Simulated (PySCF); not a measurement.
C₂H₆AlS (charge -1).
Cartesian coordinates in Å at the PBE0-D3(BJ)/def2-SVP level; atoms count from 1:
```xyz
10
C2H6AlS angstrom
C     -1.5011   -0.1479    0.0421
C     -0.2639    0.6005   -0.3575
Al     1.5757   -0.1862    0.1296
S     -0.4304    2.0369   -1.1430
H     -1.4954   -0.3006    1.1372
H     -1.4680   -1.1678   -0.3822
H     -2.4347    0.3591   -0.2599
H      2.2196    0.7586    1.3026
H      1.2901   -1.7029    0.7134
H      2.5168   -0.2453   -1.2047
```

Method used: PBE0-D3(BJ)/def2-SVP geometry optimisation, gas phase (PySCF).

**Question.** Which atoms are bound to Al3, and at what distances?

**Answer.** 4 atoms: H10 1.634 Å, H8 1.638 Å, H9 1.650 Å, C2 2.059 Å. The nearest atom not counted as bound is C1, at 3.08 Å.

**Question.** List the angles at Al3.

**Answer.** 
```csv
angle,degrees,distance of the outer atoms (Å)
H8–Al3–H10,112.3,2.72
H9–Al3–H10,110.8,2.70
H8–Al3–H9,110.2,2.70
C2–Al3–H10,109.6,3.03
C2–Al3–H8,107.5,2.99
C2–Al3–H9,106.3,2.98
```

**Question.** What is the shape at Al3?

**Answer.** Tetrahedral: angles from 106.3° to 112.3°; τ4 = (360° − α − β)/141° = 0.97 with α and β the two widest (0 for a square, 1 for a tetrahedron). The Al–H distances aren't all alike: 1.634 to 1.650 Å.

**Question.** What are the other bond lengths?

**Answer.** C1–C2 1.500 Å; C2=S4 1.646 Å; C1–H5, C1–H6, C1–H7 1.105 Å.

**Question.** Give some angles away from the centre.

**Answer.** C1–C2–Al3 118.9°, C1–C2–S4 118.6°, Al3–C2–S4 122.5°.

**Question.** What are the rotational constants (commonest isotopes, rigid rotor)?

**Answer.** A = 6089, B = 2824, C = 2010 MHz: an asymmetric top.

Point group: near Cs, missed by 0.37 Å at most; the miss may be what the optimiser left on a soft mode. Charge -1, singlet. The geometry's basis has no diffuse functions, a weakness for an anion. Whether it is a minimum is left open (no frequencies).
